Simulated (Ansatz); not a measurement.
Input for Ansatz (a first-principles code): R-wB97X-V/def2-TZVPPD on CH5NSi (a complex). Files ending in .json are basis or fitting sets from the Basis Set Exchange.

Ansatz 0.2 input:
```yaml
crystal:
  periodic: [false, false, false]
  atoms:
    - {symbol: Si, position_ang: [0.14733437, 0.13955350, 0.02510142]}
    - {symbol: H, position_ang: [-0.52057854, 1.42005955, 0.34303696]}
    - {symbol: H, position_ang: [-0.59881188, -0.96454508, 0.67923649]}
    - {symbol: H, position_ang: [1.53250771, 0.15005967, 0.54314780]}
    - {symbol: H, position_ang: [0.15037037, -0.08617688, -1.43614751]}
    - {symbol: C, position_ang: [-0.45315343, -0.44648142, 3.89856345]}
    - {symbol: N, position_ang: [-0.15173478, 0.15290890, 4.82797251]}
    - {symbol: H, position_ang: [-0.73008385, -0.99788362, 3.02760775]}
basis:
  gaussian:
    orbitals: def2-TZVPPD.json
hamiltonian:
  xc: {name: wB97X-V}
scf: {lower_state_search: off}
```

Task: Give the final energy of this run.

Result: -385.2716 hartree.
